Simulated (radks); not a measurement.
Values are calculated unless marked as measured or tabulated.
Effect of the nuclear size on the mercury ion Hg3+, [Xe] 4f14 5d9. Level of theory: Dirac Kohn-Sham, relativistic LDA (MacDonald-Vosko exchange, VWN5 correlation), spin-unpolarised, spherical densities, finite nucleus; open shells are shared between the two j in proportion to 2j + 1; Fermi nuclear charge, rms radius 5.4648 fm (a radial shooting solver on a logarithmic mesh with Libxc functionals). The rms radius is varied about that value; shifts are against it.

rms radius (fm) = 4.3882: total energy shift (eV) -38.3; density at nucleus (e/bohr^3) 2.504e+06; 1s1/2 shift (meV) -15200; 2s1/2 shift (meV) -2270; 5s1/2 shift (meV) -27.2; 5p1/2 shift (meV) -0.620; 5d5/2 shift (meV) 0.350; 6s1/2 (empty) shift (meV) -4.18; 6p1/2 (empty) shift (meV) -0.194
rms radius (fm) = 5.1424: total energy shift (eV) -12.0; density at nucleus (e/bohr^3) 2.346e+06; 1s1/2 shift (meV) -4770; 2s1/2 shift (meV) -711; 5s1/2 shift (meV) -8.52; 5p1/2 shift (meV) -0.195; 5d5/2 shift (meV) 0.109; 6s1/2 (empty) shift (meV) -1.31; 6p1/2 (empty) shift (meV) -0.061
rms radius (fm) = 5.4648: total energy shift (eV) 0; density at nucleus (e/bohr^3) 2.288e+06; 1s1/2 shift (meV) 0.000; 2s1/2 shift (meV) 0.000; 5s1/2 shift (meV) 0.000; 5p1/2 shift (meV) 0.000; 5d5/2 shift (meV) 0.000; 6s1/2 (empty) shift (meV) 0.000; 6p1/2 (empty) shift (meV) 0.000
rms radius (fm) = 5.7435: total energy shift (eV) 10.7; density at nucleus (e/bohr^3) 2.241e+06; 1s1/2 shift (meV) 4260; 2s1/2 shift (meV) 635; 5s1/2 shift (meV) 7.61; 5p1/2 shift (meV) 0.175; 5d5/2 shift (meV) -0.098; 6s1/2 (empty) shift (meV) 1.17; 6p1/2 (empty) shift (meV) 0.055
rms radius (fm) = 6.4976: total energy shift (eV) 41.2; density at nucleus (e/bohr^3) 2.13e+06; 1s1/2 shift (meV) 16400; 2s1/2 shift (meV) 2440; 5s1/2 shift (meV) 29.3; 5p1/2 shift (meV) 0.676; 5d5/2 shift (meV) -0.377; 6s1/2 (empty) shift (meV) 4.50; 6p1/2 (empty) shift (meV) 0.210

Slopes of the eigenvalues against <r^2> in GHz/fm^2, as finite differences over the two radii next to the reference (eigenvalue slopes, not the field-shift constants of lines): 1s1/2 333000, 2s1/2 49700, 5s1/2 596, 5p1/2 13.7, 5d5/2 -7.66, 6s1/2 (empty) 91.5, 6p1/2 (empty) 4.27.
